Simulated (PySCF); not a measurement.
Ionising GeCl

UHF; Ge def2-TZVPPD, Cl def2-TZVPPD; no relativity (PySCF 2.14). Neutral (UHF): doublet (π ↑), Re = 2.189 Å, ωe = 402 cm⁻¹, De = 2.76 eV, HOMO -7.84 eV, LUMO -0.13 eV.

GeCl⁺ (RHF): singlet (closed shell), Re = 2.055 Å, ωe = 526 cm⁻¹, De = 3.16 eV to Ge⁺ + Cl. The energies at the minima are -2534.89983 hartree for GeCl and -2534.64147 for GeCl⁺.

Work out the adiabatic ionisation energy, without and with harmonic zero-point energies (1 hartree = 27.2114 eV, 1 eV = 8065.5 cm⁻¹), and the change of the bond length.

At HF: 0.25836 hartree = 7.030 eV between the minima; the zero-point term (526.0 − 402.0)/2 cm⁻¹ = +0.008 eV makes it 7.038 eV. Re changes by -13.4 pm against the neutral. The electron leaves a π orbital, and the shorter bond of the ion fits an antibonding orbital, or a change in how ionic the bond is.

GeCl⁻ (UHF): triplet (π ↑↑), Re = 2.415 Å, ωe = 246 cm⁻¹. The energies at the minima are -2534.89983 hartree for GeCl and -2534.93512 for GeCl⁻.

Work out the adiabatic electron affinity, without and with harmonic zero-point energies (1 hartree = 27.2114 eV, 1 eV = 8065.5 cm⁻¹), and the change of the bond length.

At UHF: 0.03529 hartree = 0.960 eV between the minima; the zero-point term (402.0 − 246.0)/2 cm⁻¹ = +0.010 eV makes it 0.970 eV. Re changes by +22.6 pm against the neutral. The electron enters a π orbital, and the longer bond of the ion fits an antibonding orbital, or a change in how ionic the bond is.

Spin–orbit coupling is left out. For an ion De counts to the pair picked by the measured ionisation energies or electron affinities, which need not be the lowest pair at this level. Where the molecule has an RHF reference, its open-shell atoms are computed with UHF. Hartree–Fock leaves out correlation, which carries a large part of most bond energies and some tenths to 1 eV of ionisation energies. States were picked by a PBE0 search and need not be the measured ground states.

Neutral and ion stand on different kinds of reference determinant, which adds to the error of the difference.
